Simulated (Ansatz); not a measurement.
PBE exchange is replaced step by step with exact exchange (0 % is PBE, 25 % PBE0; no dispersion term), basis def2-TZVPD, Ansatz. System: K₂S₂⁻ (the lowest doublet isomer of a short search). Charge -1, multiplicity 2. Geometry: r2SCAN-D4/def2-TZVPD, each spin state at its own.

The relaxed quartet has other bonds than the doublet, so its gap is one between isomers.

Geometry of the doublet:

```xyz
4

K     1.6674   -0.5580   -1.5268
K    -0.1697    0.7858    2.1855
S    -0.7429    0.9045   -0.6951
S    -0.7548   -1.1324    0.0364
```

At PBE-D4/def2-TZVPD, PBE with 5 % exact exchange/def2-TZVPD, PBE with 10 % exact exchange/def2-TZVPD, PBE with 15 % exact exchange/def2-TZVPD and others the highest occupied level of the charge -1 doublet lies above zero (up to 0.56 eV). By energy differences its removal costs 0.57 eV (vertical, to the charge 0 singlet, at PBE-D4/def2-TZVPD); a positive level beside a positive removal energy at the same level points to self-interaction error. At PBE-D4/def2-TZVPD, PBE with 5 % exact exchange/def2-TZVPD, PBE with 10 % exact exchange/def2-TZVPD, PBE with 15 % exact exchange/def2-TZVPD and others the highest occupied level of the charge -1 quartet lies above zero (up to 0.42 eV). It is a level of α spin, whose loss leaves a triplet; that state wasn't run at this geometry and level. The electron is either unbound and held by the finite basis, or the level is raised by self-interaction error. The structure comes from a short search, and lower isomers may exist.

HOMO and LUMO are taken over both spins.

| exact exchange (%) | HOMO (eV) | LUMO (eV) | gap (eV) | ⟨S²⟩ | quartet − doublet (kJ/mol) |
| --- | --- | --- | --- | --- | --- |
| 0 | 0.56 | 0.74 | 0.18 | 0.750 | 86.8 |
| 5 | 0.51 | 0.79 | 0.28 | 0.750 | 86.2 |
| 10 | 0.46 | 0.84 | 0.38 | 0.750 | 85.6 |
| 15 | 0.41 | 0.89 | 0.47 | 0.750 | 85.2 |
| 25 | 0.31 | 0.98 | 0.67 | 0.750 | 84.7 |
| 50 | 0.07 | 1.24 | 1.18 | 0.750 | 85.0 |

(1) Estimate the row for 35 %.

Results:

(1) 
```tsv
exact exchange (%)	HOMO (eV)	LUMO (eV)	gap (eV)	⟨S²⟩	quartet − doublet (kJ/mol)
35	0.22	1.09	0.87	0.750	84.6
```
